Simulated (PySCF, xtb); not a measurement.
CH3ClGa, SMILES [CH3][Ga+][Cl], charge +1.

Harmonic wavenumbers (cm⁻¹) from GFN2-xTB in xtb at its own minimum, in rising order: 118, 118, 354, 481, 708, 708, 1176, 1312, 1312, 2901, 2928, 2928.

### Question
What does PBE-D3(BJ)/def2-TZVP in PySCF give at its own minimum? (An estimate is asked for; the answer gives what the named calculation found.)

### Answer
117, 117, 441, 616, 784, 784, 1189, 1371, 1371, 2982, 3093, 3093. Paired by order, the mean absolute difference is 76 cm⁻¹ and the zero-point energies are 21.5 and 22.8 kcal/mol.
